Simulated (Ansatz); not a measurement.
`[CH3][Ga]([NH2])[OH]` + `[NH2][Al]([F])[SH]` → `C[S][Al]([NH2])[F]` + `[NH2][GaH][OH]`  (substitution at a C–Ga bond)

Computed with Ansatz on PBE0-D4/def2-TZVP structures; ΔE is electronic, products minus reactants. CCSD(T)/CBS adds triple-zeta CCSD(T) − MP2 to the extrapolated MP2 energy (def2 sets, frozen cores). DFT in def2-TZVPP. B3LYP here is the variant with VWN-RPA as its local correlation; programs differ in this. For Ga outer-core shells are correlated without core-valence functions, which leaves a few kJ/mol of doubt a bond. Scalar relativity is left out up to krypton. Each species was taken in one conformer, which may not be the lowest.

Is it downhill or uphill in electronic energy at CCSD(T)/CBS, and by how much? (Best estimate.)

Computed: Uphill: ΔE = +62.3 kJ/mol.

What do these levels give: B3LYP-D4, ωB97X-V, PBE, HF/def2-TZVPP, MP2/def2-TZVPP, SCS-MP2/def2-TZVPP, CCSD(T)/def2-TZVPP, MP2/def2-QZVPP, SCS-MP2/def2-QZVPP, HF/CBS(def2), MP2/CBS(def2), CCSD/CBS(def2)? (Estimate.)

Computed: B3LYP-D4 55.1, ωB97X-V 55.0, PBE 54.9, HF/def2-TZVPP 54.0, MP2/def2-TZVPP 64.5, SCS-MP2/def2-TZVPP 60.7, CCSD(T)/def2-TZVPP 62.6, MP2/def2-QZVPP 64.1, SCS-MP2/def2-QZVPP 60.1, HF/CBS(def2) 53.1, MP2/CBS(def2) 64.2, CCSD/CBS(def2) 62.9 kJ/mol.

Largest T1 diagnostic among the species: 0.014.

In def2-TZVPP, CCSD(T) changes the Hartree–Fock value by +8.6 kJ/mol (the triples alone add −0.6 kJ/mol) and MP2 by +10.5 kJ/mol.
